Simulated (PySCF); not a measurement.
PySCF input file for BaF, SMILES [F][Ba], multiplicity 2, PBE-D3(BJ)/def2-TZVPD. Geometry: PBE-D3(BJ)/def2-TZVPD. The spin state was assumed, not searched. The def2 effective core potentials stand for the cores of Ba; spin–orbit coupling is left out.

```python
import numpy as np
from pyscf import gto, scf, dft, df
from pyscf.hessian import thermo

mol = gto.M(
    atom='''
    Ba    0.00000000    0.00000000   -0.29996378
    F     0.00000000    0.00000000    1.86644128
    ''',
    basis='def2-TZVPD',
    ecp={'Ba': 'def2-tzvp'},
    charge=0,
    spin=1,
    max_memory=1600,
    verbose=3,
)
mf = dft.UKS(mol, xc='pbe').density_fit(auxbasis='def2-universal-jkfit')
mf.disp = 'd3bj'
mf.grids.level = 3
mf.conv_tol = 1e-11
mf.max_cycle = 100
mf.kernel()
fine, coarse = mf.grids, dft.Grids(mol).set(level=1).build(with_non0tab=True)
for _ in range(3):  # follow internal instabilities
    mf.grids = coarse
    mo, _, stable, _ = mf.stability(return_status=True, nroots=4)
    mf.grids = fine
    if stable:
        break
    mf.kernel(mf.make_rdm1(mo, mf.mo_occ))

# [left out here: the lines that compute and print the analytic Hessian (its translational invariance restored by hand, since the grid's response is missing), thermochemistry and intensities]
```

Output:

```

WARN: HOMO -0.245813440571031 >= LUMO -0.245813440571035

converged SCF energy = -125.364660708587  <S^2> = 0.75020903  2S+1 = 2.000209
<class 'pyscf.df.df_jk.DFUKS'> wavefunction is stable in the internal stability analysis

WARN: DFTD3 does not support analytical Hessian, using finite difference


WARN: Mole.unit (angstrom) is changed to Bohr

Mode                                 0
Irrep
Freq [cm^-1]                      481.2260
Reduced mass [au]                  21.2206
Force const [Dyne/A]                2.8954
Char temp [K]                     692.3771
Normal mode                   x     y     z
       0  Ba                 0.00  0.00 -0.03
       1   F                 0.00  0.00  0.22
temperature 298.1500 [K]
pressure 101325.00 [Pa]
Rotational constants [GHz] inf 6.45200 6.45200
Symmetry number 1
Zero-point energy (ZPE) 0.00110 [Eh]   2878.371 [J/mol]
                           tot       elec      trans        rot        vib
Entropy [J/mol/K]       245.906      5.763    171.752     65.434      2.957
Cv [J/mol/K]             26.191      0.000     12.472      8.314      5.404
Cp [J/mol/K]             34.505      0.000     20.786      8.314      5.404
Internal energy [J/mol]                      3718.434   2478.956   3504.203
Internal energy [Eh]   -125.36097  -125.36466
Enthalpy [J/mol]                             6197.391   2478.956   3504.203
Enthalpy [Eh]          -125.36002
Gibbs free energy [J/mol]                  -45010.482 -17030.226   2622.543
Gibbs free energy [Eh] -125.38795
mode   freq/cm-1   IR/(km/mol)
   1      481.23        90.303
max |gradient| / (hartree/bohr): 0.006947613929785329
APT charges: [ 0.6149 -0.6148]
```

The run converged.
